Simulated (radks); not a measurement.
Problem. The mean radii <r> (bohr) of the occupied orbitals of an atom or ion are listed with their occupations. Calculated with a radial shooting solver on a logarithmic mesh with Libxc functionals: Dirac Kohn-Sham, PBEsol, spin-unpolarised, spherical densities, finite nucleus; Fermi nuclear charge, rms radius of each element as measured or else 0.836 A^(1/3) + 0.57 fm.

orbital     occ.      <r>
1s1/2          2  0.02364
2s1/2          2   0.1005
2p1/2          2  0.08423
2p3/2          4  0.09065
3s1/2          2   0.2661
3p1/2          2   0.2557
3p3/2          4   0.2682
3d3/2          4   0.2395
3d5/2          6   0.2434
4s1/2          2   0.6075
4p1/2          2   0.6239
4p3/2          4   0.6523
4d3/2          4   0.7017
4d5/2          6   0.7119
5s1/2          2    1.471
5p1/2          2    1.654
5p3/2          4    1.740
4f5/2    1.71429    1.075
4f7/2    2.28571    1.091

Name the element and its charge. Open shells, if any, are shared by 2j + 1.

Solution. Z = 60, neodymium, charge +2: Nd2+ in [Xe] 4f4. The 1s radius gives Z: for a bare nucleus <r> = (2 gamma + 1)/(2Z) with gamma = sqrt(1 - (Z/c)^2), 0.02332 bohr for Z = 60, and screening makes it slightly larger (0.02364 here). The occupations add up to 58, and the charge is Z minus that.
